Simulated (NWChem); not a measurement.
# SbF₃; SMILES [F][Sb]([F])[F]

Computed with NWChem. def2 effective core potentials on Sb; no spin-orbit coupling. Level B3LYP/def2-SVP: optimisations from one semi-empirical or force-field start; each run changes one setting, and all end within 0.3 mHa of each other.

**Question.** Which setting needs the most optimisation steps, or fails (symmetry off; redundant internal coordinates, default thresholds; no line search; trust radius 0.05; Cartesian coordinates)?

**Answer.** trust radius 0.05, with 9 against 3 for the defaults.
```tsv
setting	optimisation steps
redundant internal coordinates, default thresholds	3
trust radius 0.05	9
Cartesian coordinates	4
no line search	5
symmetry off	4
```
